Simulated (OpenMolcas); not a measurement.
# Zr2+: CASPT2 settings compared

```json
{
  "Program": "OpenMolcas 26.06",
  "Basis": "ANO-R1 [6s4p3d1f]",
  "Scalar Hamiltonian": "X2C, finite nucleus",
  "Active space": "2 electrons in 5 orbitals (4d)",
  "State averaging": "2S+1 = 3 even, 10 roots; 2S+1 = 1 even, 15 roots kept (CI in the orbitals of an earlier block)",
  "Spin-orbit coupling": "RASSI with atomic mean-field integrals over the reference wave functions, term energies averaged over their components"
}
```

Methods on the same reference wave functions:
A. CASSCF
B. SS-CASPT2, IPEA 0.4 Eh, imaginary shift 0.3 Eh (closed shells correlated: 4s 4p)
C. SS-CASPT2, IPEA 0 Eh, sigma2 regulariser 0.3 Eh (closed shells correlated: 3d 4s 4p)
D. XMS-CASPT2, IPEA 0.4 Eh, imaginary shift 0.25 Eh (closed shells correlated: 4s 4p)

Energies in cm-1 above 4d2 3F2, the measured ground level; measured values from Moore, Atomic Energy Levels, vol. II, NSRDS-NBS 35 (1971 reprint of NBS Circular 467, 1952); NIST levels as listed in Rynkun, Gaigalas and Jonsson, Astron. Astrophys. 637, A10 (2020).

| Level | A | B | C | D | Measured |
| --- | --- | --- | --- | --- | --- |
| 4d2 3F2 | 0.0 | 0.0 | 0.0 | 0.0 | 0.0 |
| 4d2 3F3 | 574 | 586 | 584 | 585 | 681 |
| 4d2 3F4 | 1279 | 1289 | 1288 | 1288 | 1486 |
| 4d2 1D2 | 8302 | 6280 | 6480 | 6410 | 5742 |
| 4d2 3P0 | 9358 | 8300 | 7790 | 7980 | 8062 |
| 4d2 3P1 | 9574 | 8530 | 8020 | 8200 | 8326 |
| 4d2 3P2 | 10096 | 8990 | 8520 | 8680 | 8838 |
| 4d2 1G4 | 12641 | 11360 | 11530 | 11240 | 11049 |
| 4d2 1S0 | 30358 | 24450 | 24270 | 24450 | 23979 |

Deviations, from unrounded energies. A percentage is the sum of absolute deviations over the sum of measured energies, with the sign that they share, or ± where signs differ.

```
                        Against measurement  Levels      A      B      C      D
             mean absolute deviation (cm-1)       8   1800    270    340    250
      fine structure of the ground term (%)       2  -14.5  -13.5  -13.6  -13.6
other terms of the ground configuration (%)       6  +21.7   +2.9   ±3.6   ±2.6
```

D lies closest to measurement on these levels and A furthest from it. The largest miss of D in the table is 4d2 1D2, by +660 cm-1. The ranking rests on the paired levels alone, and a cruder setting can come out closer through cancelling errors.

Among B to D the level of the table that moves most is 4d2 3P1, by 500 cm-1 (lowest in C, highest in B). Moves below CASPT2's spread within the term are not significant.

The mean deviations of B to D differ by less than CASPT2's widest spread within a term (680 cm-1), so their order carries little weight.

From A to B the spin-free energies of the other terms of 4d2 shown, above 3F, scale by factors of 0.73 to 0.89, as is usual when dynamic correlation screens the repulsion within a d or f shell.

The lowest spin-free term lies below A's lowest term by 0.092 hartree in B, 0.103 hartree in C, 0.095 hartree in D.

CASPT2 does not keep the components of a term degenerate, so their means are used; among the terms shown or strongly mixed into the levels shown the widest spread is 680 cm-1 (4d2 3P, D). Levels of configurations with an s electron are missing; early in the row they begin among the upper levels of the d shell and mix with terms of their name. Terms from blocks run as CI alone lack orbitals of their own. Without dynamic correlation excited terms often stand tens of per cent too high (terms of higher spin than the ground term too low), and those without a measured partner can miss by more than the paired ones (holds for A). Some levels mix across a computed gap that differs much from the measured one, so their mixing is not that of the real levels (holds for A; C; D). Measured partners are found by configuration, term and J. A level has none where our copy of the source lacks it or the pairing is in doubt (some pairs that miss far off the trend of their configuration count as doubtful), and it then counts in no deviation. Levels of configurations outside the active space are missing.
